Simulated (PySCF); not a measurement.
**Electron correlation in F⁺ (fluorine, charge +1)**

[He] 2s2 2p4, high-spin 3P determinant. All numbers are calculated (PySCF 2.14, the spin-free X2C one-electron Hamiltonian (Gaussian nucleus), in x2c-TZVPall). Frozen: 1s2; 6 electrons correlated.

MP2 pair energies summed by pair of shells (mhartree):

```json
{"pair": "2p-2p", "energy": "-66.48", "share (%)": "47.2"}
{"pair": "2s-2p", "energy": "-64.69", "share (%)": "45.9"}
{"pair": "2s-2s", "energy": "-9.71", "share (%)": "6.9"}
```

Total MP2 correlation energy: -140.88 mhartree.

Same-spin part -34.11 and opposite-spin part -106.77 mhartree; SCS-MP2 scales them by 1/3 and 6/5 to -139.50 mhartree.

```
  level  correlation energy (mhartree)
   CCSD                        -156.64
    (T)                          -1.90
CCSD(T)                        -158.54
```

Diagnostics: T1 = 0.0041, D1 = 0.0077, largest double amplitude 0.028.

Cost of the coupled-cluster step: 0.29 s of wall time on 1 thread of Neoverse-V2 (shared host), for 6 correlated electrons.

Iterations:

```
CC2 = 0
CCSD nocc = (np.int64(4), np.int64(2)), nmo = (30, 30)
frozen orbitals [[0], [0]]
max_cycle = 100
direct = 0
conv_tol = 1e-08
conv_tol_normt = 1e-06
diis_space = 8
diis_start_cycle = 0
Init t2, MP2 energy = -0.140884413932944
Init E_corr(UCCSD) = -0.140884413936159
cycle = 1  E_corr(UCCSD) = -0.153660203314581  dE = -0.0127757894  norm(t1,t2) = 0.0211943
cycle = 2  E_corr(UCCSD) = -0.155805757265185  dE = -0.00214555395  norm(t1,t2) = 0.00668196
cycle = 3  E_corr(UCCSD) = -0.156675731804056  dE = -0.000869974539  norm(t1,t2) = 0.00284885
cycle = 4  E_corr(UCCSD) = -0.156627377357952  dE = 4.83544461e-05  norm(t1,t2) = 0.000691846
cycle = 5  E_corr(UCCSD) = -0.15663919459701  dE = -1.18172391e-05  norm(t1,t2) = 0.00012992
cycle = 6  E_corr(UCCSD) = -0.156640199300023  dE = -1.00470301e-06  norm(t1,t2) = 2.97382e-05
cycle = 7  E_corr(UCCSD) = -0.156639776847471  dE = 4.22452552e-07  norm(t1,t2) = 6.41877e-06
cycle = 8  E_corr(UCCSD) = -0.156639795589945  dE = -1.87424737e-08  norm(t1,t2) = 1.09936e-06
cycle = 9  E_corr(UCCSD) = -0.156639795771289  dE = -1.81344467e-10  norm(t1,t2) = 1.33133e-07
UCCSD converged
E(UCCSD) = -99.08069986147962  E_corr = -0.1566397957712893
UCCSD(T) correction = -0.00190420004285457
```
